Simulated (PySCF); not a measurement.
An unknown shows these calculated signals:

1H NMR (300 MHz, computed): δ 10.24 (s, 1H), 5.16 (s, 2H), 2.58 (s, 3H), 2.38 (s, 3H).

13C{1H} NMR (computed): δ 234.5 (C), 197.1 (CH), 182.5 (C), 141.8 (C), 27.2 (CH3), 24.5 (CH3).

No solvent model, one conformer, equivalent nuclei averaged, non-relativistic. GFN2-xTB structure; NMR shieldings at PBE0/pcSseg-1/GIAO; PySCF 2.14.0 with density-fitted response routines.

References, each an isolated molecule treated in the same way: TMS for 1H, 13C.

Q: Which of these does the molecule contain: a Si–H bond, a C≡C triple bond, a non-aromatic C=C double bond, an aldehyde, an NH or NH2 group, a ketone?

A: 
- A Si–H bond: yes (δH 5.16 (s)).
- A C≡C triple bond: no.
- A non-aromatic C=C double bond: yes.
- An aldehyde: yes (δC 197.1; δH 10.24 (s)).
- An NH or NH2 group: no.
- A ketone: no.

The data belong to SMILES Cl[SiH2]C(C(=C(C)C)C=O)=O, C6H9ClO2Si; they needn't prove each group on their own.

Carbon signals by region: 3 in the far downfield region (above 160 ppm), 1 in the sp2 and nitrile region (100–160 ppm), 2 below 50 ppm. Above 160 ppm: 234.5, carbonyl carbon, 197.1, aldehyde carbonyl carbon, 182.5, β carbon of a C=C–C=O unit.

Shifts are as computed. Against solution values, carbons near 30 ppm lie about +3 ppm off and those near 130 ppm about +5 ppm. Of 1309 compounds with measured shifts, 239 miss one by over three times the rms of a fit or turn the order of signals round; such compounds aren't used in these exercises. Multiplicities follow the n + 1 count of equivalent neighbours, as no J values were calculated; m marks all less simple cases, F and P coupling included.
